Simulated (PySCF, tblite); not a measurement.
Isomers of C5H9F3OSi, one GFN2-xTB conformer each. Single-point energies are computed at PBE0/pcSseg-1 (PySCF, gas phase, no added dispersion term), electronic only.

Problem. Rank them by PBE0/pcSseg-1 energy, lowest first (kcal/mol).
A. `[OH:1][SiH2:2]/[C:3](=[CH:4]\[CH:5]([F:6])[F:7])[CH2:8][CH2:9][F:10]` with H–O1–Si2–C3 -80°, O1–Si2–C3–C4 22°, C3–C4–C5–F6 175°, Si2–C3–C8–C9 -60°, C3–C8–C9–F10 74°
B. `[CH3:1][C@@H:2]1[SiH2:3][CH2:4][C@H:5]1[O:6][C:7]([F:8])([F:9])[F:10]` with C4–C5–O6–C7 -162°, C1–C2–Si3–C4 -129°, C2–Si3–C4–C5 10°, Si3–C4–C5–O6 -133°, C1–C2–C5–C4 136°

Solution. A (0.0), B (7.4).

As drawn, the lower has an O–H bond, an Si–O bond and a C=C bond outside aromatic rings, which the higher lacks; the higher has a four-membered ring, which the lower lacks. GFN2-xTB itself gives, in the same order: 0.0, 13.3. Both levels put the same isomer lowest.

Problem. Which frontier levels, dipoles and rotational constants go with these structures?

Solution. 
```csv
SMILES,"HOMO (eV, PBE0/pcSseg-1)",LUMO (eV),dipole (D),"A, B, C (MHz)"
O[SiH2]/C(=C\C(F)F)CCF,-8.04,-0.96,2.06,"1645, 671.7, 527.6"
C[C@@H]1[SiH2]C[C@H]1OC(F)(F)F,-8.10,0.01,3.13,"2226, 676.1, 593.4"
```

Problem. What happens when harmonic zero-point energies from GFN2-xTB frequencies are added?

Solution. 
```json
{"SMILES": "O[SiH2]/C(=C\\C(F)F)CCF", "ZPE (kcal/mol)": "82.6", "electronic (kcal/mol)": "0.0", "with ZPE (kcal/mol)": "0.0"}
{"SMILES": "C[C@@H]1[SiH2]C[C@H]1OC(F)(F)F", "ZPE (kcal/mol)": "83.5", "electronic (kcal/mol)": "7.4", "with ZPE (kcal/mol)": "8.3"}
```

The zero-point energies span 0.9 kcal/mol. The order is unchanged.

Problem. As an exercise, what shares would exp(−E/RT) give at 2000 K from these electronic energies alone (no entropy, no degeneracies)?

Solution. RT = 3.974 kcal/mol: O[SiH2]/C(=C\C(F)F)CCF 86.6 %, C[C@@H]1[SiH2]C[C@H]1OC(F)(F)F 13.4 %.
